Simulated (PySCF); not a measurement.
C3H4BrF, SMILES C(/Br)=C(\F)C. Atoms are numbered in the order given.

```xyz
9

C      1.3744    -1.6822     0.0000
C     -0.0929    -1.4446     0.0000
F     -0.8086    -2.5877     0.0000
C     -0.7793    -0.2977     0.0000
Br     0.0253     1.4116     0.0000
H      1.6587    -2.2706     0.8880
H      1.9301    -0.7372     0.0000
H      1.6587    -2.2706    -0.8880
H     -1.8693    -0.2934     0.0000
```
Charge 0, spin multiplicity 1.

The structure is a stationary point at B3LYP-D3(BJ)/def2-SVP.

Two levels are set side by side: PBE/pcSseg-1 (PySCF) and B3LYP/pcSseg-1 (PySCF). GIAO shifts against CFCl3 (¹⁹F), TMS (¹H), TMS (¹³C) at the same level; non-relativistic, no solvent, atoms listed together averaged. Without spin–orbit terms, shifts of atoms bonded to Cl or Br come out too high at both levels. Differences are taken from unrounded values.

| quantity | B3LYP | PBE | PBE minus B3LYP |
|---|---|---|---|
| δ(¹³C) of C1 (ppm) | 18.7 | 18.6 | -0.1 |
| δ(¹³C) of C2 (ppm) | 176.1 | 173.0 | -3.1 |
| δ(¹⁹F) of F3 (ppm) | -96.1 | -102.0 | -5.9 |
| δ(¹³C) of C4 (ppm) | 112.9 | 108.7 | -4.2 |
| δ(¹H) of H9 (ppm) | 6.04 | 5.95 | -0.10 |

Rough cost on one machine, each run with all the roots and properties that it gave: B3LYP against PBE within a factor of 2.
